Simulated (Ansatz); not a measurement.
CH5ClGeO can be A, `[CH3][GeH]([OH])[Cl]`, or B, `[OH][GeH2][CH2]Cl`.

Isolated molecules relaxed with PBE0-D4/def2-TZVP in Ansatz; ΔE leaves out vibrations. CBS: MP2 limit from def2 TZ/QZ plus the TZ coupled-cluster correction, frozen cores. DFT in def2-TZVPP. For Ge outer-core shells are correlated without core-valence functions, which leaves a few kJ/mol of doubt a bond. Scalar relativity is left out up to krypton. One conformer a species, not always the lowest.

(1) Which is lower in electronic energy at CCSD(T)/CBS, and by how much? (Estimate.)

(2) Give E(B) − E(A) in kcal/mol with B2PLYP, HF/def2-TZVPP, r2SCAN-D4, CCSD(T)/def2-TZVPP, PBE0-D4, PBE-D4, CCSD/def2-TZVPP. (Best estimate.)

(3) Does the order hold for the free energy at 298.15 K (harmonic terms from PBE0-D4)? (Estimate.)

Largest T1 diagnostic: 0.011.

Results:

(1) The calculation gave: A, by 39.8 kcal/mol.

(2) The calculation gave: B2PLYP 40.7, HF/def2-TZVPP 42.7, r2SCAN-D4 41.1, CCSD(T)/def2-TZVPP 40.2, PBE0-D4 40.2, PBE-D4 39.0, CCSD/def2-TZVPP 40.6. None reverses the order clearly.

(3) The calculation gave: Yes: G(B) − G(A) = +38.7 kcal/mol, for one conformer each.

Leaving LDA and LC-ωPBE aside and taking each functional with its dispersion term where it has one, the values, not all of them listed here, spread over 3.0 kcal/mol, from revPBE-D4 to r2SCAN0-D4. LDA lies −1.0 kcal/mol from PBE without D4. In def2-TZVPP, CCSD(T) changes the Hartree–Fock value by −2.4 kcal/mol (the triples alone add −0.4 kcal/mol) and MP2 by −1.1 kcal/mol.
